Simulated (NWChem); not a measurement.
System: C3H4N2, triplet; SMILES of the neutral closed-shell parent c1n[nH]cc1

NWChem input:

```
start job
memory heap 200 mb stack 900 mb global 1100 mb
geometry units angstroms
  C      0.113932     1.225778     0.173452
  C      1.097695     0.377257    -0.195527
  N      0.599505    -0.889176    -0.385593
  N     -0.627584    -0.960666     0.203804
  C     -1.100089     0.399186     0.285692
  H      0.146794     2.284193     0.326473
  H      2.131557     0.558199    -0.413045
  H     -1.237341    -1.648317    -0.228349
  H     -1.979897     0.653381    -0.300137
end
basis spherical
  * library def2-svp
end
dft
  odft
  mult 3
  xc pbe0
  iterations 150
end
driver
  maxiter 120
end
task dft optimize
task dft freq
```

Parts of the log:

```
             Northwest Computational Chemistry Package (NWChem) 7.3.0
             --------------------------------------------------------

 C1  symmetry detected

                             Geometry "geometry" -> ""
                             -------------------------

 Output coordinates in angstroms (scale by  1.889725989 to convert to a.u.)

  No.       Tag          Charge          X              Y              Z
 ---- ---------------- ---------- -------------- -------------- --------------
    1 C                    6.0000    -0.59208336     1.06621944     0.05378379
    2 C                    6.0000     0.74933953     0.91085889     0.03452867
    3 N                    7.0000     1.08177273    -0.41506431    -0.10542401
    4 N                    7.0000    -0.01787554    -1.16632237     0.18549193
    5 C                    6.0000    -1.14915555    -0.29552019    -0.01717326
    6 H                    1.0000    -1.17541587     1.96287076     0.07562991
    7 H                    1.0000     1.53721328     1.63756582     0.04328639
    8 H                    1.0000    -0.02211554    -2.06537985    -0.28684416
    9 H                    1.0000    -1.83556589    -0.55469885    -0.81938277

 Effective nuclear repulsion energy (a.u.)     160.2791438572

                                Z-matrix (autoz)
                                --------

 Units are Angstrom for bonds and degrees for angles

      Type          Name      I     J     K     L     M      Value
      ----------- --------  ----- ----- ----- ----- ----- ----------
    1 Stretch                  1     2                       1.35053
    2 Stretch                  1     5                       1.47299
    3 Stretch                  1     6                       1.06992
    4 Stretch                  2     3                       1.37411
    5 Stretch                  2     7                       1.07188
    6 Stretch                  3     4                       1.36318
    7 Stretch                  4     5                       1.44193
    8 Stretch                  4     8                       1.01559
    9 Stretch                  5     9                       1.08714
   10 Bend                     1     2     3               110.65568
   11 Bend                     1     2     7               130.69076
   12 Bend                     1     5     4               104.76281
   13 Bend                     1     5     9               119.65205
   14 Bend                     2     1     5               105.58137
   15 Bend                     2     1     6               129.66010
   16 Bend                     2     3     4               108.35419
   17 Bend                     3     2     7               118.50318
   18 Bend                     3     4     5               105.66854
   19 Bend                     3     4     8               113.07814
   20 Bend                     4     5     9               117.07150
   21 Bend                     5     1     6               124.71858
   22 Bend                     5     4     8               117.77333
   23 Torsion                  1     2     3     4         -16.40352
   24 Torsion                  1     5     4     3         -20.32177
   25 Torsion                  1     5     4     8        -147.75546
   26 Torsion                  2     1     5     4          10.72383
   27 Torsion                  2     1     5     9        -123.03091
   28 Torsion                  2     3     4     5          22.66723
   29 Torsion                  2     3     4     8         152.87590
   30 Torsion                  3     2     1     5           2.84477
   31 Torsion                  3     2     1     6        -174.90277
   32 Torsion                  3     4     5     9         114.85250
   33 Torsion                  4     3     2     7         167.58134
   34 Torsion                  4     5     1     6        -171.38575
   35 Torsion                  5     1     2     7         178.22508
   36 Torsion                  6     1     2     7           0.47754
   37 Torsion                  6     1     5     9          54.85951
   38 Torsion                  8     4     5     9         -12.58119

                           NWChem Geometry Optimization
                           ----------------------------

 maximum gradient threshold         (gmax) =   0.000450
 rms gradient threshold             (grms) =   0.000300
 maximum cartesian step threshold   (xmax) =   0.001800
 rms cartesian step threshold       (xrms) =   0.001200
 fixed trust radius                (trust) =   0.300000
 source of zmatrix                         =   autoz

          -------------------
          Energy Minimization
          -------------------

 Using diagonal initial Hessian
 Scaling for Hessian diagonals: bonds = 1.00  angles = 0.25  torsions = 0.10

          --------
          Step   0

                                 NWChem DFT Module
                                 -----------------

 Summary of "ao basis" -> "ao basis" (spherical)
 ------------------------------------------------------------------------------
       Tag                 Description            Shells   Functions and Types
 ---------------- ------------------------------  ------  ---------------------
 C                          def2-svp                 6       14   3s2p1d
 N                          def2-svp                 6       14   3s2p1d
 H                          def2-svp                 3        5   2s1p

[...]

      ----------------------
      Optimization converged
      ----------------------

  Step       Energy      Delta E   Gmax     Grms     Xrms     Xmax
  ---- ---------------- -------- -------- -------- -------- --------
@   11    -225.64024592 -2.6D-07  0.00003  0.00001  0.00027  0.00069
                                     ok       ok       ok       ok

                                Z-matrix (autoz)
                                --------

 Units are Angstrom for bonds and degrees for angles

[...]

 Rotational Constants
 --------------------
 A=   0.318615 cm-1  (  0.458405 K)
 B=   0.287670 cm-1  (  0.413884 K)
 C=   0.156108 cm-1  (  0.224600 K)

 Temperature                      =   298.15K
 frequency scaling parameter      =   1.0000

 Zero-Point correction to Energy  =   42.389 kcal/mol  (  0.067551 au)
 Thermal correction to Energy     =   45.007 kcal/mol  (  0.071723 au)
 Thermal correction to Enthalpy   =   45.599 kcal/mol  (  0.072667 au)

 Total Entropy                    =   66.640 cal/mol-K
   - Translational                =   38.553 cal/mol-K (mol. weight =  68.0374)
   - Rotational                   =   24.226 cal/mol-K (symmetry #  =        1)
   - Vibrational                  =    3.861 cal/mol-K

 Cv (constant volume heat capacity) =   15.067 cal/mol-K
   - Translational                  =    2.979 cal/mol-K
   - Rotational                     =    2.979 cal/mol-K
   - Vibrational                    =    9.108 cal/mol-K

[normal modes left out]

 ----------------------------------------------------------------------------
 Normal Eigenvalue ||           Projected Infra Red Intensities
  Mode   [cm**-1]  || [atomic units] [(debye/angs)**2] [(KM/mol)] [arbitrary]
 ------ ---------- || -------------- ----------------- ---------- -----------
    1       -0.000 ||    0.000091           0.002         0.088       0.055
    2       -0.000 ||    0.000269           0.006         0.262       0.163
    3       -0.000 ||    0.001447           0.033         1.410       0.875
    4       -0.000 ||    0.000546           0.013         0.532       0.330
    5        0.000 ||    0.000523           0.012         0.510       0.316
    6        0.000 ||    0.000292           0.007         0.285       0.177
    7      352.623 ||    0.003978           0.092         3.878       2.407
    8      433.338 ||    0.009719           0.224         9.475       5.880
    9      642.758 ||    0.105699           2.439       103.041      63.944
   10      687.286 ||    0.017641           0.407        17.197      10.672
   11      781.159 ||    0.027849           0.642        27.149      16.848
   12      814.043 ||    0.030596           0.706        29.827      18.509
   13      865.586 ||    0.068640           1.584        66.914      41.525
   14      925.936 ||    0.008937           0.206         8.712       5.407
   15      935.443 ||    0.003724           0.086         3.630       2.253
   16     1057.195 ||    0.005952           0.137         5.803       3.601
   17     1064.887 ||    0.010298           0.238        10.039       6.230
   18     1121.762 ||    0.008025           0.185         7.823       4.855
   19     1156.269 ||    0.003043           0.070         2.966       1.841
   20     1290.190 ||    0.001635           0.038         1.593       0.989
   21     1326.714 ||    0.002256           0.052         2.200       1.365
   22     1427.538 ||    0.032007           0.738        31.202      19.363
   23     1573.769 ||    0.006161           0.142         6.006       3.727
   24     3041.450 ||    0.061675           1.423        60.124      37.311
   25     3257.758 ||    0.001478           0.034         1.441       0.894
   26     3287.101 ||    0.000469           0.011         0.457       0.284
   27     3622.657 ||    0.033360           0.770        32.521      20.181
 ----------------------------------------------------------------------------
```

Level: PBE0/def2-SVP, spin-unrestricted. The spin multiplicity was typed, not searched, and may not be the lowest.
